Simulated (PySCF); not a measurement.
Te(F)(SiH3) (FH3SiTe), SMILES [Te]([SiH3])F.

Geometry optimised at B3LYP-D3(BJ)/def2-SVP. The def2 effective core potentials stand for the cores of Te; spin–orbit coupling is left out.

These are PySCF with B3LYP-D3(BJ)/def2-SVP values and carry that method's errors.

Frequencies are harmonic and unscaled.

```tsv
mode	ν (cm⁻¹)	IR (km/mol)	moving atoms (share of kinetic energy)
1	106	3.2	F 63 %, Si 17 %, Te 10 %, H 9 %
2	116	0.3	H 92 %
3	322	3.1	Si 72 %, Te 19 %, H 9 %
4	534	11.9	H 84 %, Si 12 %
5	545	4.6	H 93 %
6	594	46.6	F 87 %, Te 12 %
7	880	339.3	H 92 %, Si 8 %
8	921	49.9	H 97 %
9	953	62.9	H 97 %
10	2216	67.0	H 98 %
11	2241	74.2	H 96 %
12	2246	77.6	H 96 %
```
